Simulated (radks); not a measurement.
The numbers below are computed, except where a source is named.
V, 23 electrons, occupied as [Ar] 3d3 4s1 4p1 (not the ground configuration).

Level of theory: scalar-relativistic Kohn-Sham, PBE, spin-unpolarised, spherical densities, point nucleus (a radial shooting solver on a logarithmic mesh with Libxc functionals).

Energy parts (Ry):
part                       energy
total                 -1897.76444
kinetic                1915.35439
electron-nucleus      -4514.74584
Hartree                 791.76511
exchange-correlation    -90.13810

Orbitals (lengths in bohr, moments of r in powers of bohr; <r^-3> diverges for s and p1/2; r(90%) holds 90 % of the orbital's charge):
orbital,occ.,eigenvalue (Ry),<r^4>,<r^-3>,r(90%)
1s,2,-394.4018,0.00009070,-,0.119
2s,2,-44.39358,0.02216,-,0.479
2p,6,-37.08208,0.01759,310.6,0.450
3s,2,-5.26667,1.750,-,1.42
3p,6,-3.34153,2.611,36.59,1.57
3d,3,-0.47760,20.91,2.588,2.50
4s,1,-0.40664,256.0,-,4.94
4p,1,-0.15423,1013,1.572,6.96

The highest occupied level is 4p at -2.098 eV. Summed over all electrons, <r^2> = 54.27 bohr^2, which gives a Langevin (diamagnetic) susceptibility term of -43 x 10^-6 cm^3/mol.
